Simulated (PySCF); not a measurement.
## Pr⁺ (praseodymium, charge +1) across methods

[Xe] 4f2 5d1 6s1, one real determinant (an excited configuration). All numbers are calculated (PySCF 2.14, scalar relativity by spin-free X2C-1e, in cc-pVDZ-X2C (8s7p5d3f1g, 84 functions)).

```tsv
method	E (hartree)	mean ε 4f α (eV)	mean ε 5d α (eV)	mean ε 6s α (eV)	Σ⟨r²⟩ (bohr²)	⟨S²⟩
LDA	-9228.75	-13.532	-9.381	-9.201	65.37	6.000
PBE0	-9235.95	-16.024	-10.397	-9.524	65.47	6.001
r2SCAN	-9236.31	-14.142	-9.664	-9.128	65.59	6.002
UHF	-9232.87120	-22.805	-12.899	-10.620	66.54	6.004
```

Question: Estimate the same row for PBE.

Answer: E (hartree) = -9235.93; mean ε 4f α (eV) = -13.533; mean ε 5d α (eV) = -9.368; mean ε 6s α (eV) = -9.020; Σ⟨r²⟩ (bohr²) = 65.48; ⟨S²⟩ = 6.001.

⟨L²⟩ = 30.01 against 56 for a pure K term, so this real determinant mixes terms. Spin-orbit coupling, absent here, splits the open shell strongly.
